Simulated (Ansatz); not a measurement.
Total energies of the cluster Sr₃O₃ (the lowest singlet isomer of a short search) from Ansatz at PBE-D4/def2-TZVPD, gas phase (1 Eh = 27.2114 eV = 2625.5 kJ/mol). The reference geometry is relaxed at PBE0-D4/def2-SVP.

Cartesian coordinates in Å:
```
Sr 2.024 -0.097 -1.316
Sr 0.064 0.639 1.343
Sr -2.173 -0.561 -0.895
O -1.949 -0.410 1.195
O -0.153 0.382 -1.108
O 2.187 0.047 0.781
```

```json
{"state": "charge 0 singlet", "geometry": "reference", "energy (Eh)": "-317.91837"}
{"state": "charge -1 doublet", "geometry": "reference", "energy (Eh)": "-317.93810"}
{"state": "charge -1 doublet", "geometry": "relaxed at PBE0-D4/def2-SVPD", "energy (Eh)": "-317.93999"}
{"state": "free Sr atom (singlet)", "geometry": "–", "energy (Eh)": "-30.68408"}
{"state": "free O atom (triplet)", "geometry": "–", "energy (Eh)": "-75.01069"}
```

In the def2 sets Sr takes a core potential; there is no spin–orbit coupling.

Question: Work out the vertical electron affinity, to the doublet.

Answer: E(charge 0 singlet) − E(charge -1 doublet) = -317.91837 − (-317.93810) = 0.01973 Eh = 0.54 eV.

Question: How much does the charge -1 doublet relax, and what is the adiabatic electron affinity?

Answer: Relaxation: -317.93810 − (-317.93999) = 0.00189 Eh = 0.05 eV. Adiabatic electron affinity: 0.02162 Eh = 0.59 eV, without zero-point energy. 

Question: What is the binding energy per atom against free atoms?

Answer: Atoms: 3 × (-30.68408) + 3 × (-75.01069) = -317.08431 Eh. Binding: -317.08431 − (-317.91837) = 0.83406 Eh = 22.70 eV, or 3.78 eV for each of 6 atoms (no zero-point energy, no counterpoise term).

At PBE-D4/def2-TZVPD the highest occupied level of the charge -1 doublet lies above zero (up to 0.72 eV). By energy differences its removal costs 0.54 eV (vertical, to the charge 0 singlet, at PBE-D4/def2-TZVPD); a positive level beside a positive removal energy at the same level points to self-interaction error. At PBE-D4/def2-TZVPD the highest occupied level of the relaxed charge -1 doublet lies above zero (up to 0.65 eV). By energy differences its removal costs 0.59 eV (each at its own geometry, to the charge 0 singlet, at PBE-D4/def2-TZVPD); the vertical value is larger still, so the positive level points to self-interaction error. 

The structure comes from a short search, and lower isomers may exist.
